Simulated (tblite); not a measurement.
**Question.** Write Cartesian coordinates for `C#C[SiH2][C@@H](CF)C[SiH2]C` as optimised with GFN2-xTB.

**Answer.** 
```
atom  x, y, z in Å
C1    -2.940    1.887   -1.930
C2    -2.769    0.916   -1.241
Si3   -2.485   -0.580   -0.189
C4    -0.761   -0.324    0.616
C5    -0.452   -1.459    1.576
F6    -0.477   -2.673    0.924
C7     0.328   -0.190   -0.453
Si8    2.046    0.330    0.191
C9     3.085    0.915   -1.283
H10   -3.092    2.737   -2.532
H11   -2.488   -1.774   -1.035
H12   -3.517   -0.634    0.854
H13   -0.776    0.589    1.219
H14    0.548   -1.366    2.013
H15   -1.198   -1.525    2.375
H16    0.407   -1.139   -0.988
H17   -0.004    0.547   -1.189
H18    1.878    1.426    1.158
H19    2.748   -0.777    0.857
H20    4.042    1.304   -0.953
H21    3.283    0.103   -1.976
H22    2.583    1.705   -1.835
```

Orientation and origin are arbitrary. Atoms count from 1 in this order. The 3 C–C bonds span 1.202 Å (C1≡C2, drawn triple) to 1.532 Å (C4–C7, drawn single), a spread of 0.330 Å. Si3 (SiH2 silicon) is distorted tetrahedral (angles from 105.6° to 112.3°). Si8 (SiH2 silicon) is tetrahedral (angles from 108.4° to 112.2°). Of the pairs four or more bonds apart, Si8···H14 is among the closest relative to their van der Waals radii: 2.91 Å, 88 % of the sum of Bondi's values.

Bonds between heavy atoms (Å): C1≡C2 1.202, C2–Si3 1.851, Si3–C4 1.919, C4–C5 1.518, C5–F6 1.378, C4–C7 1.532, C7–Si8 1.907, Si8–C9 1.896.

Structure optimised with GFN2-xTB, isolated species.

Point group: C1 (no symmetry element, even within 0.4 Å). Its GFN2-xTB frequencies are all real (lowest 24 cm⁻¹). One conformer, not necessarily the lowest (C2–Si3–C4–C5 177°, Si3–C4–C5–F6 59°, Si3–C4–C7–Si8 171°, C4–C7–Si8–C9 -164°).

These are computed values.
